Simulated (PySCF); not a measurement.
**MK cations for M along the chalcogens**

CCSD(T) with double-zeta basis sets in PySCF, for the lowest determinant that a PBE0 search found; no spin–orbit coupling. De refers to high-spin ground-configuration atoms (the charge goes to the atom of lower measured ionisation energy or higher electron affinity, which is not always the lowest computed limit).

```tsv
M	basis	reference, frozen orbitals	charged atom	state (unpaired electrons)	Re (Å)	ωe (cm⁻¹)	De (eV)
O	def2-SVP	UHF, 6	K+	triplet (π ↑↑)	3.074	112	0.24
Se	def2-SVP	UHF, 14	K+	triplet (π ↑↑)	3.565	88.7	0.40
Te	def2-SVP	UHF, 9	K+	triplet (π ↑↑)	3.766	82.1	0.42
```

Q: The row for M = S is missing. Estimate Re, ωe and De as the mean of the rows for O and Se, and compare with the calculation.

A: The means are 3.319 Å, 100 cm⁻¹ and 0.32 eV. UHF-CCSD(T) in def2-SVP gives KS⁺ as a triplet (π ↑↑) with Re = 3.452 Å, ωe = 110 cm⁻¹, De = 0.40 eV, so the estimate is off by -13.3 pm, -9 % and -0.08 eV.

Correlated steps freeze the inner cores (6 to 14 orbitals); shallow outer-core shells are correlated. Weak bonds: KO⁺, KSe⁺, KS⁺, KTe⁺. Basis-set superposition, not corrected here, can be much of De in a small basis, most of all at correlated wavefunction levels. Spin–orbit coupling is left out, which matters for elements this heavy, above all for dissociation energies. For an ion De counts to the pair picked by the measured ionisation energies or electron affinities, which need not be the lowest pair at this level. States were picked by a PBE0 search and need not be the measured ground states.
